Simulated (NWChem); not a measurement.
System meant: SbCl2 cation; SMILES [Sb+]([Cl])[Cl]

Here is an NWChem input.

```
start job
memory heap 200 mb stack 900 mb global 1100 mb
charge 1
geometry units angstroms noautoz
  Sb     0.000000     0.000000     0.586487
  Cl     1.785872     0.000000    -0.887194
  Cl    -1.785872     0.000000    -0.887194
end
basis spherical
  * library def2-svp
end
ecp
  Sb library def2-ecp
end
dft
  odft
  mult 2
  xc pbe0
  iterations 150
  mulliken
end
task dft energy
```

End of the output:

```
 Summary of "ao basis" -> "" (spherical)
 ------------------------------------------------------------------------------
       Tag                 Description            Shells   Functions and Types
 ---------------- ------------------------------  ------  ---------------------
 *                          def2-svp                  on all atoms

                                 NWChem DFT Module
                                 -----------------

 Summary of "ao basis" -> "ao basis" (spherical)
 ------------------------------------------------------------------------------
       Tag                 Description            Shells   Functions and Types
 ---------------- ------------------------------  ------  ---------------------
 Sb                         def2-svp                10       26   4s4p2d
 Cl                         def2-svp                 8       18   4s3p1d

 Summary of "ao basis" -> "ao basis" (spherical)
 ------------------------------------------------------------------------------
       Tag                 Description            Shells   Functions and Types
 ---------------- ------------------------------  ------  ---------------------
 Sb                         def2-svp                10       26   4s4p2d
 Cl                         def2-svp                 8       18   4s3p1d

      Symmetry analysis of basis
      --------------------------

        a1         25
        a2          7
        b1         19
        b2         11

  number of electrons :                   56
  multiplicity        :                    2
 ------------------------------------------------------------------------
  no. of electrons and multiplicity not compatible                  56
 ------------------------------------------------------------------------
 ------------------------------------------------------------------------
  current input line :
    22: task dft energy
 ------------------------------------------------------------------------
 ------------------------------------------------------------------------
 There is an error in the input file
 ------------------------------------------------------------------------
 For more information see the NWChem manual at https://nwchemgit.github.io

0: no. of electrons and multiplicity not compatible:Received an Error in Communication
```

Question: Can this run be used? If not, why, and what is the fix?

Answer: The input was rejected before any calculation. Cause: the multiplicity doesn't fit the number of electrons (an even count wants an odd multiplicity, and the reverse). This input runs:
```
start job
memory heap 200 mb stack 900 mb global 1100 mb
charge 1
geometry units angstroms noautoz
  Sb     0.000000     0.000000     0.586487
  Cl     1.785872     0.000000    -0.887194
  Cl    -1.785872     0.000000    -0.887194
end
basis spherical
  Sb library def2-svp
  Cl library def2-svp
end
ecp
  Sb library def2-ecp
end
dft
  xc pbe0
  iterations 150
  mulliken
end
task dft energy
```
It converges to -1159.81718 Ha (PBE0/def2-SVP with def2 effective core potentials on Sb).
